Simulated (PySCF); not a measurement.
Compound: C₂H₁₀N₂Si₂.
Atom-mapped SMILES: `[CH2:1]=[N:2][Si@H:3]([NH2:4])[CH2:5][SiH3:6]` (hydrogens: H7, H8 on C1; H9 on Si3; H10, H11 on N4; H12, H13 on C5; H14, H15, H16 on Si6)

Structure optimised with GFN2-xTB, isolated species.

Problem. What internal coordinates does the optimisation give?

Solution. 
| bond | length (Å) |
| --- | --- |
| C1=N2 | 1.246 |
| N2–Si3 | 1.734 |
| Si3–N4 | 1.727 |
| Si3–C5 | 1.895 |
| C5–Si6 | 1.891 |
| C1–H7 | 1.095 |
| C1–H8 | 1.089 |
| Si3–H9 | 1.467 |
| N4–H10, N4–H11 | 1.007 |
| C5–H12 | 1.090 |
| C5–H13 | 1.089 |
| Si6–H14, Si6–H15, Si6–H16 | 1.467 |

Bonds in one row agree within 0.01 Å and their mean is given. A selection of angles:
| angle | degrees |
| --- | --- |
| N2–C1–H7 | 125.0 |
| N2–C1–H8 | 119.4 |
| H7–C1–H8 | 115.6 |
| C1–N2–Si3 | 133.9 |
| N2–Si3–N4 | 110.0 |
| N2–Si3–C5 | 104.6 |
| N2–Si3–H9 | 116.2 |
| N4–Si3–C5 | 108.3 |
| N4–Si3–H9 | 104.6 |
| C5–Si3–H9 | 112.9 |
| Si3–N4–H10 | 117.9 |
| H10–N4–H11 | 109.2 |
| Si3–C5–Si6 | 114.8 |
| Si3–C5–H12 | 109.0 |
| Si3–C5–H13 | 107.9 |
| Si6–C5–H12 | 108.9 |
| Si6–C5–H13 | 109.4 |
| H12–C5–H13 | 106.4 |
| C5–Si6–H14 | 110.5 |
| C5–Si6–H15 | 109.6 |
| H14–Si6–H15 | 108.8 |

Dihedral angles: C1–N2–Si3–N4 -130° (anticlinal); N2–Si3–C5–Si6 -74° (synclinal).

N4 (silicon-bound nitrogen) is pyramidal (angles 118.1°, 117.9° and 109.2°, sum 345.3°, 0.26 Å off the plane of its three neighbours). Si6 (SiH3 silicon) is tetrahedral (angles from 108.6° to 110.5°). Si3 (SiH silicon) is distorted tetrahedral (angles from 104.6° to 116.2°).

Point group: C1 (no symmetry element, even within 0.4 Å). Stationary, but not proved a minimum. The numbers are those of one conformer (C1–N2–Si3–N4 -130°, N2–Si3–N4–H -73° and 62°, N2–Si3–C5–Si6 -74°).

The numbers are calculated, not measured.
